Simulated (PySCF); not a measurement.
Numbering as in the mapped SMILES `[F:1][C:2]([F:3])([F:4])[O:5][C@@:6]1([F:7])[CH2:8][CH2:9][O:10]1` (H(Xn): hydrogen on atom n). Ha(C8), Ha(C9) are pro-R; Hb(C8), Hb(C9) are pro-S.

[PySCF 2.14: shielding tensors at PBE0/pcSseg-1 (GIAO); GFN2-xTB structure; averaged over atoms made equivalent by symmetry, fast rotation or ring inversion; no relativistic terms; gas phase; single conformer]

Chemical shifts δ = σref − σ; ¹³C (σ = 186.93 ppm), ¹H (σ = 31.72 ppm) vs TMS; CFCl3 for ¹⁹F (σ = 170.95 ppm); ¹⁷O (σ = 336.08 ppm) vs H2O, all at this level.

```tsv
atoms	nucleus	count	δ (ppm)
C6	¹³C	1	?
Hb(C8)	¹H	1	3.06
F1/F3/F4	¹⁹F	3	-70.0
C2	¹³C	1	?
Hb(C9)	¹H	1	4.56
C9	¹³C	1	62.5
Ha(C9)	¹H	1	4.56
O5	¹⁷O	1	?
Ha(C8)	¹H	1	3.10
F7	¹⁹F	1	-71.4
C8	¹³C	1	37.7
O10	¹⁷O	1	?
```

Problem. Estimate the values marked ?.

Solution. 
- C2: 128.8 ppm, CF3 carbon; 4 electronegative neighbours deshield it
- C6: 126.5 ppm, sp3 carbon bearing two oxygens; 3 electronegative neighbours deshield it
- O5: 184.4 ppm, ether oxygen
- O10: 128.4 ppm, ether oxygen

Shifts are as computed. Against solution values, carbons near 30 ppm lie about +3 ppm off and those near 130 ppm about +5 ppm (rms about the fit 2.1 ppm; single classes can miss by 10 ppm). Of 1328 compounds with measured shifts, 309 miss one by over three times the rms of a fit or turn the order of signals round; such compounds aren't used in these exercises. Signals without a measured value on file couldn't be tested in this way; 1H shifts scatter by 0.2 ppm about their fit, and single ones miss by 0.5 ppm. Unscaled 19F shifts against computed CFCl3 carry errors that often reach 10 to 50 ppm. Experimental scales use liquid or dissolved standards, which lie at an offset from isolated H2O (liquid H2O: subtract about 36 ppm).
